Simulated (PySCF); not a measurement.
[Hf(NH2)4] (charge 0, multiplicity 1)

All values below come from TPSSh-D3(BJ)/def2-TZVP // PBE-D3(BJ)/def2-SVP in PySCF.

| Item | Value |
|---|---|
| HOMO | -5.89 eV |
| dipole moment | 0.001 e·Å |
| HOMO–LUMO gap | 5.79 eV |
| LUMO | -0.09 eV |
| charge on the central atom (Mulliken) | 1.42 e |
| total energy | -7404.51 eV |
| cost | roughly 12 core-minutes |

```xyz
13

Hf    -0.0493     0.1101     0.0029
N      1.6532    -0.1932     1.1199
H      1.9011    -1.1027     1.5291
H      2.4247     0.4548     1.3113
N      0.1378     1.8253    -1.1199
H      0.3006     1.9242    -2.1276
H     -0.0043     2.7668    -0.7331
N     -0.3083    -1.5174    -1.2308
H      0.4682    -1.9829    -1.7169
H     -1.1608    -2.0555    -1.4189
N     -1.6815     0.3254     1.2390
H     -1.7686     0.1161     2.2391
H     -2.5616     0.7591     0.9335
```
Charge 0, spin multiplicity 1.
